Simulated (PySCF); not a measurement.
# Sn: ionisation energy

Sn [Kr] 4d10 5s2 5p2 (3P) → Sn+ [Kr] 4d10 5s2 5p1 (2P), as a difference of total energies. All numbers are calculated (PySCF 2.14, a scalar-relativistic core potential, in def2-TZVP with the def2 core potential (28 electrons) (6s5p3d2f, 50 functions)). Correlated levels: valence: 4s2 4p6 4d10 frozen. The calculations carry no spin-orbit coupling.

```json
{"method": "UHF", "ionisation energy (eV)": "6.854"}
{"method": "TPSS", "ionisation energy (eV)": "7.245"}
{"method": "PBE0", "ionisation energy (eV)": "7.305"}
{"method": "MP2 (valence)", "ionisation energy (eV)": "7.147"}
{"method": "SCS-MP2 (valence)", "ionisation energy (eV)": "7.083"}
{"method": "CCSD (valence)", "ionisation energy (eV)": "7.179"}
{"method": "CCSD(T) (valence)", "ionisation energy (eV)": "7.203"}
```

Errors of the correlated levels include the incompleteness of this basis and the frozen core.

Q: Which method comes closest to the reference value, and which is furthest?

A: The reference is 7.389 eV (measured; NIST levels, between the centres of gravity of the two terms). Closest: PBE0 (error -0.084 eV); furthest: UHF (error -0.535 eV).
